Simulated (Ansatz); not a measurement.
Geometry optimisation, RKS PBE/def2-SVP (Ansatz).

input.yaml

```yaml
crystal:
  periodic: [false, false, false]
  atoms:
    - { symbol: Hf, position_ang: [-0.158852, 0.2902, -0.166198] }
    - { symbol: Cl, position_ang: [-0.393121, 0.335622, 2.308139] }
    - { symbol: Cl, position_ang: [1.955957, 0.821359, -1.060046] }
    - { symbol: "N", position_ang: [-1.233822, 1.858074, -0.798516] }
    - { symbol: H, position_ang: [-2.258049, 1.905122, -0.863848] }
    - { symbol: H, position_ang: [-0.836728, 2.763716, -1.07474] }
    - { symbol: Cl, position_ang: [-1.332459, -1.542237, -1.087578] }
    - { symbol: "N", position_ang: [1.546247, -2.231694, 1.336585] }
    - { symbol: H, position_ang: [1.179138, -3.115321, 0.971315] }
    - { symbol: Si, position_ang: [3.286878, -2.088168, 1.599251] }
    - { symbol: H, position_ang: [3.933079, -3.445093, 1.5493] }
    - { symbol: H, position_ang: [3.941715, -1.223176, 0.558347] }
    - { symbol: H, position_ang: [3.512201, -1.472159, 2.95148] }
    - { symbol: H, position_ang: [0.922415, -1.865546, 2.086008] }
basis:
  gaussian: { orbitals: def2-SVP }
hamiltonian:
  xc: pbe
relax:
  f_tol: 0.03
  max_steps: 50
```

Command:

```bash
$ ansatz run input.yaml --threads 4 --pin off --max-ram 5120MiB --backend cpu --events-out ev --progress --plain --runs-dir out
```

Q: Where does it end, and by what steps?

A: The run converged. The force dipped under the threshold on the way, but the program's further checks kept it going. After 32 steps the energy has fallen by 0.541 eV; H5 moved furthest, 1.17 Å. Joined: Hf1–N8 (3.39 → 2.52 Å).

```
step  energy less start (eV)  largest force component (eV/Å)  accepted
   0                  0.0000                           1.166       yes
   2                 -0.3139                           0.685       yes
   4                 -0.4187                           0.596       yes
   6                 -0.4652                           0.249       yes
   8                 -0.4908                           0.138       yes
  10                 -0.5137                           0.241       yes
  12                 -0.5264                           0.049       yes
  14                 -0.5306                           0.180       yes
  16                 -0.5339                           0.028       yes
  18                 -0.5362                           0.067       yes
  20                 -0.5377                           0.087       yes
  22                 -0.5386                           0.045       yes
  24                 -0.5382                           0.271        no
  26                 -0.5398                           0.030       yes
  28                 -0.5404                           0.073       yes
  30                 -0.5411                           0.017       yes
  32                 -0.5412                           0.016       yes
```

```xyz
14
Properties=species:S:1:pos:R:3
Hf 0.085 0.033 0.092
Cl -0.623 0.160 2.382
Cl 2.224 0.765 -0.681
N -1.030 1.637 -0.442
H -1.712 2.130 0.147
H -1.015 2.089 -1.366
Cl -0.822 -1.658 -1.342
N 1.324 -1.940 1.053
H 1.139 -2.697 0.376
Si 3.088 -1.850 1.464
H 3.465 -3.026 2.325
H 3.854 -1.896 0.182
H 3.318 -0.584 2.227
H 0.771 -2.174 1.893
```

Whether the end is a true minimum wasn't checked by a vibrational analysis.

The run took 110 s on 4 threads of Arm Neoverse V2 (shared host), peak memory 0.28 GiB.
